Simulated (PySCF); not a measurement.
SiFH2I, SMILES F[SiH2]I.

Geometry optimised at B3LYP-D3(BJ)/def2-TZVP. The def2 effective core potentials stand for the cores of I; spin–orbit coupling is left out.

All values below come from ωB97X/def2-TZVPD run with PySCF.

Symmetry labels are those of the subgroup Cs that the program uses (full group Cs).

Problem. List the valence orbital energies around the gap with their symmetry. (The exact figures need the calculation; the answer reports its results.)

Solution. 
```csv
orbital,symmetry,energy (eV)
HOMO−7,A',-18.72
HOMO−6,A',-15.89
HOMO−5,A",-15.82
HOMO−4,A',-15.47
HOMO−3,A",-12.94
HOMO−2,A',-11.88
HOMO−1,A',-10.32
HOMO,A",-10.16
LUMO,A',1.03
LUMO+1,A',1.45
LUMO+2,A',1.66
LUMO+3,A",1.78
```
